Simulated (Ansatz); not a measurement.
F$_{2}$OSe, SMILES `O=[Se](F)F`, relaxed with RKS PBE0-D4/def2-TZVP in the Gaussian-basis code of Ansatz from a GFN2-xTB geometry. The force threshold is 0.005 eV/Å; the program also tests the step.

The species carries charge 0 and has multiplicity 1.

Start:

```xyz
4

O     0.002   -0.187   -1.465
Se   -0.624   -0.087   -0.080
F     0.152    1.412    0.609
F     0.470   -1.138    0.936
```

How much energy does the relaxation release, and in how many steps? (An estimate is asked.)

Computed: 26.73 kJ/mol, in 4 steps.

Which bonds change most? (An estimate is asked.)

Ansatz gave: Se2–F4 from 1.826 to 1.733 Å; Se2–F3 from 1.823 to 1.733 Å; O1–Se2 from 1.523 to 1.575 Å.

Give the relaxed structure. (Estimate.)

Computed: 
```xyz
4

O     0.000   -0.191   -1.495
Se   -0.582   -0.077   -0.035
F     0.138    1.363    0.608
F     0.444   -1.094    0.922
```
